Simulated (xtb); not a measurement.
xtb input (GFN2-xTB):

```bash
xtb mol.xyz --gfn 2 --sp --chrg -1 --uhf 0
```
mol.xyz:
```
3

O     -0.05243509     0.00677906    -1.03625493
S     -0.02593212    -0.01703994     0.60328941
H      0.83439461     0.21840646    -1.36259117
```

Output:

```
           -------------------------------------------------
          |                Calculation Setup                |
           -------------------------------------------------

           -------------------------------------------------
          |                 G F N 2 - x T B                 |
           -------------------------------------------------

        Reference                      10.1021/acs.jctc.8b01176
      * Hamiltonian:
        H0-scaling (s, p, d)           1.850000    2.230000    2.230000
        zeta-weighting                 0.500000
      * Dispersion:
        s8                             2.700000
        a1                             0.520000
        a2                             5.000000
        s9                             5.000000
      * Repulsion:
        kExp                           1.500000    1.000000
        rExp                           1.000000
      * Coulomb:
        alpha                          2.000000
        third order                    shell-resolved
        anisotropic                    true
        a3                             3.000000
        a5                             4.000000
        cn-shift                       1.200000
        cn-exp                         4.000000
        max-rad                        5.000000

          ...................................................
          :                      SETUP                      :
          :.................................................:
          :  # basis functions                  15          :
          :  # atomic orbitals                  14          :
          :  # shells                            6          :
          :  # electrons                        14          :
          :  max. iterations                   250          :
          :  Hamiltonian                  GFN2-xTB          :
          :  restarted?                      false          :
          :  GBSA solvation                  false          :
          :  PC potential                    false          :
          :  electronic temp.          300.0000000     K    :
          :  accuracy                    1.0000000          :
          :  -> integral cutoff          0.2500000E+02      :
          :  -> integral neglect         0.1000000E-07      :
          :  -> SCF convergence          0.1000000E-05 Eh   :
          :  -> wf. convergence          0.1000000E-03 e    :
          :  Broyden damping             0.4000000          :
          :  net charge                         -1          :
          :  unpaired electrons                  0          :
          ...................................................

 iter      E             dE          RMSdq      gap      omega  full diag
   1     -7.9996690 -0.799967E+01  0.110E+01    4.06       0.0  T
   2     -8.0080816 -0.841263E-02  0.673E+00    3.68       1.0  T
   3     -8.0096490 -0.156742E-02  0.131E+00    3.12       1.0  T
   4     -8.0097354 -0.864515E-04  0.529E-01    3.21       1.0  T
   5     -8.0097485 -0.130532E-04  0.817E-02    3.21       1.0  T
   6     -8.0097498 -0.127804E-05  0.285E-02    3.22       2.0  T
   7     -8.0097500 -0.235683E-06  0.138E-02    3.22       4.2  T
   8     -8.0097501 -0.499946E-07  0.387E-03    3.22      14.9  T
   9     -8.0097501  0.226025E-09  0.187E-03    3.22      30.9  T
  10     -8.0097501 -0.149140E-08  0.266E-04    3.22     216.9  T
  11     -8.0097501 -0.394458E-10  0.161E-05    3.22    3595.9  T

   *** convergence criteria satisfied after 11 iterations ***

         #    Occupation            Energy/Eh            Energy/eV
      -------------------------------------------------------------
         1        2.0000           -0.4722704             -12.8511
         2        2.0000           -0.4260013             -11.5921
         3        2.0000           -0.3393535              -9.2343
         4        2.0000           -0.2683646              -7.3026
         5        2.0000           -0.2564893              -6.9794
         6        2.0000           -0.0859771              -2.3396
         7        2.0000           -0.0750225              -2.0415 (HOMO)
         8                          0.0431882               1.1752 (LUMO)
         9                          0.2612221               7.1082
        10                          0.2707888               7.3685
        11                          0.2787276               7.5846
        12                          0.3052737               8.3069
       ...                                ...                  ...
        14                          0.6584563              17.9175
      -------------------------------------------------------------
                  HL-Gap            0.1182107 Eh            3.2167 eV
             Fermi-level           -0.0159171 Eh           -0.4331 eV

 SCC (total)                   0 d,  0 h,  0 min,  0.003 sec
 SCC setup                      ...        0 min,  0.000 sec (  7.210%)
 Dispersion                     ...        0 min,  0.000 sec (  1.776%)
 classical contributions        ...        0 min,  0.000 sec (  0.901%)
 integral evaluation            ...        0 min,  0.000 sec ( 14.340%)
 iterations                     ...        0 min,  0.001 sec ( 54.483%)
 molecular gradient             ...        0 min,  0.000 sec ( 14.437%)
 printout                       ...        0 min,  0.000 sec (  6.271%)

         :::::::::::::::::::::::::::::::::::::::::::::::::::::
         ::                     SUMMARY                     ::
         :::::::::::::::::::::::::::::::::::::::::::::::::::::
         :: total energy              -7.990259548770 Eh    ::
         :: gradient norm              0.078197830936 Eh/a0 ::
         :: HOMO-LUMO gap              3.216676745574 eV    ::
         ::.................................................::
         :: SCC energy                -8.009750067188 Eh    ::
         :: -> isotropic ES            0.176155766592 Eh    ::
         :: -> anisotropic ES         -0.009290852234 Eh    ::
         :: -> anisotropic XC          0.006790226109 Eh    ::
         :: -> dispersion             -0.000785402589 Eh    ::
         :: repulsion energy           0.019490518418 Eh    ::
         :: add. restraining           0.000000000000 Eh    ::
         :: total charge              -1.000000000000 e     ::
         :::::::::::::::::::::::::::::::::::::::::::::::::::::

           -------------------------------------------------
          |                Property Printout                |
           -------------------------------------------------

    * Orbital Energies and Occupations

         #    Occupation            Energy/Eh            Energy/eV
      -------------------------------------------------------------
         1        2.0000           -0.4722704             -12.8511
         2        2.0000           -0.4260013             -11.5921
         3        2.0000           -0.3393535              -9.2343
         4        2.0000           -0.2683646              -7.3026
         5        2.0000           -0.2564893              -6.9794
         6        2.0000           -0.0859771              -2.3396
         7        2.0000           -0.0750225              -2.0415 (HOMO)
         8                          0.0431882               1.1752 (LUMO)
         9                          0.2612221               7.1082
        10                          0.2707888               7.3685
        11                          0.2787276               7.5846
        12                          0.3052737               8.3069
        13                          0.3805972              10.3566
        14                          0.6584563              17.9175
      -------------------------------------------------------------
Note: The following floating-point exceptions are signalling: IEEE_DENORMAL
normal termination of xtb
                  HL-Gap            0.1182107 Eh            3.2167 eV
             Fermi-level           -0.0159171 Eh           -0.4331 eV

     #   Z          covCN         q      C6AA      α(0)
     1   8 O        1.661    -0.409    21.025     6.190
     2  16 S        0.869    -0.814   177.662    22.545
     3   1 H        0.817     0.223     1.005     1.574

 Mol. C6AA /au·bohr⁶  :        354.146230
 Mol. C8AA /au·bohr⁸  :      13664.414197
 Mol. α(0) /au        :         30.308659

Wiberg/Mayer (AO) data.
largest (>0.10) Wiberg bond orders for each atom

 ---------------------------------------------------------------------------
     #   Z sym  total        # sym  WBO       # sym  WBO       # sym  WBO
 ---------------------------------------------------------------------------
     1   8 O    2.063 --     2 S    1.126     3 H    0.937
     2  16 S    1.140 --     1 O    1.126
     3   1 H    0.950 --     1 O    0.937
 ---------------------------------------------------------------------------

Topologies differ in total number of bonds
Writing topology from bond orders to xtbtopo.mol

molecular dipole:
                 x           y           z       tot (Debye)
 q only:        0.432       0.113      -0.700
   full:        0.568       0.155      -1.253       3.518
molecular quadrupole (traceless):
                xx          xy          yy          xz          yz          zz
 q only:        1.104       0.216       0.338      -1.407      -0.295      -1.442
  q+dip:        2.322       0.297       1.284      -2.109      -0.401      -3.605
   full:        1.820       0.392       0.407      -2.264      -0.479      -2.227

           -------------------------------------------------
          | TOTAL ENERGY               -7.990259548770 Eh   |
          | GRADIENT NORM               0.078197830936 Eh/α |
          | HOMO-LUMO GAP               3.216676745574 eV   |
           -------------------------------------------------

------------------------------------------------------------------------
------------------------------------------------------------------------
 total:
 SCF:
```

This state (charge -1, singlet) is run at the relaxed geometry of the species with charge 0 and multiplicity 2.
